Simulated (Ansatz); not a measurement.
```yaml
crystal:
  periodic: [false, false, false]
  atoms:
    - {symbol: P, position_ang: [-0.803733, 2.145315, -0.895395]}
    - {symbol: Al, position_ang: [0.516119, 0.248895, -0.553564]}
    - {symbol: B, position_ang: [1.220662, -1.357477, 0.324125]}
    - {symbol: C, position_ang: [0.110396, -0.934141, 1.173879]}
    - {symbol: H, position_ang: [-0.254294, 2.321771, -2.196164]}
    - {symbol: H, position_ang: [-1.866517, 1.325133, -1.371956]}
    - {symbol: H, position_ang: [1.925373, -2.308956, 0.335225]}
    - {symbol: H, position_ang: [-0.494641, -0.000462, 1.129967]}
    - {symbol: H, position_ang: [-0.264966, -1.486481, 2.036684]}
basis:
  gaussian: {orbitals: def2-TZVPP}
magnetization: {spin_polarized: true, initial_magnetization: 1}
hamiltonian: {xc: {name: BHLYP}, dispersion: d3bjatm}
```

```sh
$ ansatz run in.yaml --threads 2 --pin off --events-out ev --progress --plain --max-ram 4352MiB
```

Shortened log:

```
Error: a molecule whose nuclei and cores have a total charge of 44 cannot have a net charge of 0 together with 1 unpaired electrons
```

Something in this input is off. What?

The number of unpaired electrons doesn't fit the electron count. The input was rejected before any iteration.
